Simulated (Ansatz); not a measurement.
```yaml
crystal:
  periodic: [false, false, false]
  atoms:
    - {symbol: Al, position_ang: [0.788997, 0.053138, -1.792819]}
    - {symbol: Al, position_ang: [-2.096546, -0.016854, 1.983671]}
    - {symbol: Al, position_ang: [0.600996, -2.470106, -1.650603]}
    - {symbol: Al, position_ang: [2.317962, 1.261922, -0.023151]}
    - {symbol: Sb, position_ang: [-1.689719, -0.991813, -0.737342]}
    - {symbol: Sb, position_ang: [0.338393, 1.592724, 1.879330]}
    - {symbol: Sb, position_ang: [0.653895, -1.375605, 0.944309]}
    - {symbol: Sb, position_ang: [-0.913978, 1.946595, -0.603405]}
basis:
  gaussian: {orbitals: def2-TZVP, initial_orbitals: start.molden}
hamiltonian: {xc: {name: wB97M-V}}
scf: {omitted_lower_state_checks: [starts]}
output: {orbitals: {seedname: orbitals}}
```

The file start.molden holds the orbitals of an earlier run on this structure, at another level or in another basis.

```sh
$ ansatz run in.yaml --threads 4 --pin off --events-out ev --progress --plain --max-ram 4787MiB
```

Task: Does this run fit into the memory that it is given?

Result: No. It has 348 basis functions, and Ansatz plans for 6 GiB where 5 GiB are given.
